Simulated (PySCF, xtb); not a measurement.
Te(F)(NH2) (FH2NTe), SMILES [Te](N)F. The values are those of a single conformer.

Harmonic wavenumbers (cm⁻¹) from GFN2-xTB in xtb at its own minimum, in rising order: 160, 341, 428, 493, 677, 857, 1472, 3415, 3452.

Question: What does r2SCAN-D4/def2-TZVP (PySCF) give at its own minimum? (Estimate from the structure and the level; the computed values follow.)

Answer: 202, 450, 478, 573, 703, 918, 1570, 3529, 3644. Paired by order, the mean absolute difference is 86 cm⁻¹ and the zero-point energies are 16.1 and 17.2 kcal/mol.
